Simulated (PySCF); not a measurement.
An EPR job on `c1[c]cc(F)cc1F` [radical].

Computed with UKS B3LYP, pcH-1 on C F H, non-relativistic, mean-field spin-orbit, GIAO (PySCF 2.14.0). Geometry: GFN2-xTB. A driver script takes a list of jobs; this job's settings line and coordinates (Å) are shown.

Command:
```bash
OMP_NUM_THREADS=1 python probes_run.py task.json out
```

Input:
```
{"job": {"kind": "epr", "basis": "pcH-1"}, "charge": 0, "multiplicity": 2}
F      2.453520     0.847704    -0.135468
C      1.225384     0.306106    -0.074748
C      1.098292    -1.080253    -0.125426
C     -0.172891    -1.564735    -0.058384
C     -1.307958    -0.820239     0.053478
C     -1.128704     0.560642     0.099810
F     -2.209393     1.351549     0.209159
C      0.126516     1.138608     0.038099
H      1.972974    -1.703053    -0.213910
H     -2.298007    -1.242632     0.104836
H      0.245693     2.208973     0.076591
```

Q: Estimate the output.

A: 
```
UKS, coarse grid
  cycle   1  E = -429.97401033  |g| = 4.77e-01
  cycle   2  E = -429.90419865  |g| = 6.85e-01
  cycle   3  E = -430.05164367  |g| = 7.38e-02
  cycle   4  E = -430.05350377  |g| = 3.97e-02
  cycle   5  E = -430.05426043  |g| = 1.13e-02
  cycle   6  E = -430.05433404  |g| = 4.05e-03
  cycle   7  E = -430.05434806  |g| = 2.43e-03
  cycle   8  E = -430.05435383  |g| = 1.06e-03
  cycle   9  E = -430.05435748  |g| = 3.89e-04
UKS, final grid
  cycle   1  E = -430.05434160  |g| = 2.95e-04
  cycle   2  E = -430.05434178  |g| = 3.14e-04
  cycle   3  E = -430.05434185  |g| = 1.44e-04
  cycle   4  E = -430.05434194  |g| = 1.07e-04
  cycle   5  E = -430.05434195  |g| = 2.24e-05
  cycle   6  E = -430.05434195  |g| = 7.51e-06
E = -430.05434195 Eh   <S^2> = 0.7571 (exact 0.7500)
g shifts (ppm)      1          2          3
  rmc          -175       -175       -175
  gc             31         15        -10
  oz_so        -498         63        801
  total        -641        -97        615
hyperfine (MHz)  atom isotope    a_iso     a_fc   dipolar eigenvalues
    0   19F      35.52      35.52    -28.02    -11.08     39.09
    1   13C      87.89      87.89     -5.22     -0.44      5.67
    2   13C      18.12      18.12    -13.48     -1.43     14.91
    3   13C     427.54     427.54    -79.67    -62.77    142.44
    4   13C      18.10      18.10    -13.48     -1.43     14.91
    5   13C      87.85      87.85     -5.22     -0.44      5.66
    6   19F      35.54      35.54    -28.03    -11.08     39.10
    7   13C      -4.78      -4.78     -6.46      2.32      4.14
    8    1H      63.64      63.64     -6.71     -5.65     12.36
    9    1H      63.67      63.67     -6.71     -5.65     12.37
   10    1H       1.23       1.23     -1.50      0.36      1.13
```

rmc, gc and oz_so are the mass-correction, gauge-correction and orbital-Zeeman/spin–orbit parts of the g shift along its three principal axes; a_iso is the isotropic hyperfine coupling and a_fc its Fermi-contact part. Atoms in this output count from 0.

Q: Get g_iso from the total shifts.

A: Their mean is -41 ppm; added to g_e = 2.002319 it gives 2.00228.

Q: How far is ⟨S²⟩ from the pure-spin value?

A: S = 0.5 gives S(S+1) = 0.75; the run has 0.7571, 0.0071 more.

Summary of the converged run: ⟨S²⟩ 0.757; g_iso 2.0023.

Geometry: GFN2-xTB; no solvent, vibrations or thermal averaging.

On one thread of an Arm Neoverse V2, on a shared host, this took 36 s (grids of density and orbitals included) and 0.82 GiB of memory at its peak.
Labels such as C1 count atoms from 1, the log's own numbers from 0.
